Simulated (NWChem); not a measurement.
System: Si$_{2}$H$_{4}$OCl$_{2}$; SMILES Cl[SiH2]O[SiH2]Cl

NWChem input:

```
start job
memory heap 200 mb stack 900 mb global 1100 mb
geometry units angstroms noautosym nocenter noautoz
  Si    -0.883652    -1.286532    -0.425735
  Cl     0.147286    -2.182904     1.140984
  O      0.004010    -0.001587    -1.017550
  Si     0.885190     1.286567    -0.423097
  Cl    -0.153588     2.178845     1.140843
  H     -2.203413    -0.814052     0.096306
  H     -1.026839    -2.275083    -1.536342
  H      1.028171     2.275989    -1.532979
  H      2.205146     0.818744     0.102622
end
basis spherical
  Si library 6-31g*
  Cl library 6-31g*
  O library 6-31g*
  H library 6-31g*
end
dft
  xc m06-2x
  iterations 150
end
cosmo
  do_cosmo_smd true
  solvent meg
end
task dft energy
```

Excerpt of the output:

```
             Northwest Computational Chemistry Package (NWChem) 7.3.0
             --------------------------------------------------------

                             Geometry "geometry" -> ""
                             -------------------------

 Output coordinates in angstroms (scale by  1.889725989 to convert to a.u.)

  No.       Tag          Charge          X              Y              Z
 ---- ---------------- ---------- -------------- -------------- --------------
    1 Si                  14.0000    -0.88365200    -1.28653200    -0.42573500
    2 Cl                  17.0000     0.14728600    -2.18290400     1.14098400
    3 O                    8.0000     0.00401000    -0.00158700    -1.01755000
    4 Si                  14.0000     0.88519000     1.28656700    -0.42309700
    5 Cl                  17.0000    -0.15358800     2.17884500     1.14084300
    6 H                    1.0000    -2.20341300    -0.81405200     0.09630600
    7 H                    1.0000    -1.02683900    -2.27508300    -1.53634200
    8 H                    1.0000     1.02817100     2.27598900    -1.53297900
    9 H                    1.0000     2.20514600     0.81874400     0.10262200

 Effective nuclear repulsion energy (a.u.)     427.4360412974

                                 NWChem DFT Module
                                 -----------------

 Summary of "ao basis" -> "ao basis" (spherical)
 ------------------------------------------------------------------------------
       Tag                 Description            Shells   Functions and Types
 ---------------- ------------------------------  ------  ---------------------
 Si                          6-31g*                  8       18   4s3p1d
 Cl                          6-31g*                  8       18   4s3p1d
 O                           6-31g*                  6       14   3s2p1d
 H                           6-31g*                  2        2   2s

 in cosmo_initialize ...
 calling solv_data for solv:meg

 solvent parameters
 solvname_short: meg
 solvname_long:  1,2-ethanediol
 dielec:       40.2450
 dielecinf:     2.0501
 nonaqueous SMD model solvent descriptors
 dielec:       40.2450
 sola:          0.5800
 solb:          0.7800
 solc:          0.0000
 solg:         69.0700
 solh:          0.0000
 soln:          1.4318

          ---------------
          -cosmo- solvent
          ---------------
 Cosmo: York-Karplus, doi: 10.1021/jp992097l
 dielectric constant -eps-     =  40.24
 screen = (eps-1)/(eps    )    =   0.97515
 surface charge correction     = lagrangian

   van der Waals surface
 --------------------------

 ---------- ATOMIC COORDINATES (A.U.) ------------ VDWR(ANG.) --
     1   -1.66986015   -2.43119296   -0.80452249     2.470
     2    0.27833018   -4.12509042    2.15614712     2.380
     3    0.00757780   -0.00299900   -1.92289068     1.520
     4    1.67276655    2.43125910   -0.79953740     2.470
     5   -0.29023924    4.11742002    2.15588067     2.380
     6   -4.16384681   -1.53833522    0.18199195     1.200
     7   -1.94044434   -4.29928347   -2.90326540     1.200
     8    1.94296146    4.30099556   -2.89691026     1.200
     9    4.16712170    1.54720181    0.19392746     1.200
 number of segments per atom =        128
 number of   points per atom =        128
 atom (   nspa,  nppa )
 ----------------------
    1 (     72,     0 )       0
    2 (     88,     0 )       0
    3 (     12,     0 )       0
    4 (     71,     0 )       0
    5 (     88,     0 )       0
    6 (     34,     0 )       0
    7 (     34,     0 )       0
    8 (     34,     0 )       0
    9 (     35,     0 )       0
 number of -cosmo- surface points =      468
 molecular surface =    177.667 angstrom**2
 molecular volume  =    176.676 angstrom**3
 -lineq- algorithm             =   0
 -bem- low  level              =   3
 -bem- from -octahedral-
 gaussian surface charge width =   4.50000
 degree of switching           =   1.00000
 switching function tolerance  =   0.00010
 atomic radii =
 --------------
    1 14.000  2.470
    2 17.000  2.380
    3  8.000  1.520
    4 14.000  2.470
    5 17.000  2.380
    6  1.000  1.200
    7  1.000  1.200
    8  1.000  1.200
    9  1.000  1.200
 ...... end of -cosmo- initialization ......

[...]

                                COSMO-SMD solvation results
                                ---------------------------

             internal energy in gas <Psi(g)|H|Psi(g)> =     -1576.997518443934
         internal energy in solvent <Psi(s)|H|Psi(s)> =     -1576.996938629977
                               delta internal energy  =         0.000579813956 (    0.36 kcal/mol)
   total free energy in solvent <Psi(s)|H+V/2|Psi(s)> =     -1577.001837144158
 polarization energy contribution <Psi(s)|V/2|Psi(s)> =        -0.004898514181 (   -3.07 kcal/mol)
    total free energy in solvent including G(SMD-CDS) =     -1577.000739926511
                       G(SMD-CDS) energy contribution =         0.001097217647 (    0.69 kcal/mol)
     1 M fixed-concentration free energy of solvation =        -0.003221482577 (   -2.02 kcal/mol)

                       DFT Final Molecular Orbital Analysis
                       ------------------------------------

 Vector   35  Occ=2.000000D+00  E=-3.957780D-01
              MO Center= -2.5D-03, -2.6D-03,  9.5D-01, r^2= 6.0D+00
   Bfn.  Coefficient  Atom+Function         Bfn.  Coefficient  Atom+Function
  ----- ------------  ---------------      ----- ------------  ---------------
    25      0.401019  2 Cl px                75      0.400217  5 Cl px
    26      0.275868  2 Cl py                76      0.276255  5 Cl py
    29      0.221124  2 Cl px                79      0.220641  5 Cl px
    30      0.159227  2 Cl py                80      0.159405  5 Cl py
    21     -0.155138  2 Cl px                71     -0.154826  5 Cl px

 Vector   36  Occ=2.000000D+00  E=-3.783390D-01
              MO Center= -4.5D-03, -1.4D-02,  2.1D-01, r^2= 6.8D+00
   Bfn.  Coefficient  Atom+Function         Bfn.  Coefficient  Atom+Function
  ----- ------------  ---------------      ----- ------------  ---------------
    27      0.283179  2 Cl pz                77      0.281699  5 Cl pz
    25     -0.202868  2 Cl px                75      0.200406  5 Cl px
    90      0.180623  7 H  s                 92      0.179567  8 H  s
    88     -0.175822  6 H  s                 94     -0.174641  9 H  s
    41      0.168430  3 O  pz                31      0.160877  2 Cl pz

 Vector   37  Occ=2.000000D+00  E=-3.747134D-01
              MO Center=  3.3D-03,  9.2D-03,  1.7D-01, r^2= 6.6D+00
   Bfn.  Coefficient  Atom+Function         Bfn.  Coefficient  Atom+Function
  ----- ------------  ---------------      ----- ------------  ---------------
    26      0.272267  2 Cl py                76      0.271898  5 Cl py
    94      0.188587  9 H  s                 88     -0.187494  6 H  s
    77     -0.181345  5 Cl pz                27      0.178979  2 Cl pz
    92     -0.164684  8 H  s                 90      0.163340  7 H  s
    75     -0.161168  5 Cl px                25     -0.159126  2 Cl px

 Vector   38  Occ=0.000000D+00  E= 3.948343D-02
              MO Center=  2.5D-03,  1.7D-03, -5.6D-01, r^2= 6.7D+00
   Bfn.  Coefficient  Atom+Function         Bfn.  Coefficient  Atom+Function
  ----- ------------  ---------------      ----- ------------  ---------------
    42      0.768585  3 O  s                 12     -0.558972  1 Si py
    62      0.560674  4 Si py                13      0.384789  1 Si pz
    63      0.386487  4 Si pz                28     -0.277822  2 Cl s
    78     -0.278720  5 Cl s                  8     -0.243856  1 Si py
    58      0.244489  4 Si py                11     -0.220443  1 Si px

 Vector   39  Occ=0.000000D+00  E= 5.080247D-02
              MO Center=  2.4D-02,  4.2D-02, -2.2D-01, r^2= 6.6D+00
   Bfn.  Coefficient  Atom+Function         Bfn.  Coefficient  Atom+Function
  ----- ------------  ---------------      ----- ------------  ---------------
    61     -0.690530  4 Si px                11      0.675655  1 Si px
    78     -0.548561  5 Cl s                 28     -0.526379  2 Cl s
    63      0.462146  4 Si pz                13      0.438163  1 Si pz
    60      0.432936  4 Si s                 10      0.412254  1 Si s
    81      0.344490  5 Cl pz                31      0.333137  2 Cl pz

 Vector   40  Occ=0.000000D+00  E= 5.213922D-02
              MO Center= -2.4D-02, -4.4D-02, -2.8D-01, r^2= 7.4D+00
   Bfn.  Coefficient  Atom+Function         Bfn.  Coefficient  Atom+Function
  ----- ------------  ---------------      ----- ------------  ---------------
    13      0.744246  1 Si pz                63     -0.726715  4 Si pz
    28     -0.644641  2 Cl s                 78      0.625427  5 Cl s
    10      0.550831  1 Si s                 60     -0.535633  4 Si s
    11      0.362046  1 Si px                31      0.343618  2 Cl pz
    61      0.342831  4 Si px                81     -0.330974  5 Cl pz

     Multipole analysis of the density
     ---------------------------------

     L   x y z        total         alpha         beta         nuclear
     -   - - -        -----         -----         ----         -------
     0   0 0 0     -0.000000    -37.000000    -37.000000     74.000000

     1   1 0 0      0.001223      0.048287      0.048287     -0.095350
     1   0 1 0      0.003052      0.072968      0.072968     -0.142884
     1   0 0 1     -0.929264    -15.484758    -15.484758     30.040252

     2   2 0 0    -40.632083    -81.918316    -81.918316    123.204549
     2   1 1 0      3.526224    -49.982565    -49.982565    103.491355
     2   1 0 1      0.013617      0.213006      0.213006     -0.412394
     2   0 2 0    -45.770654   -415.249666   -415.249666    784.728678
     2   0 1 1      0.005425      0.023859      0.023859     -0.042292
     2   0 0 2    -45.670116   -134.099322   -134.099322    222.528529
```

Level: M06-2X/6-31G* (spherical d), SMD on the gas-phase geometry. All runs use the structure optimised with PBE-D3(BJ)/def2-SVP. Solvent: ethylene glycol.
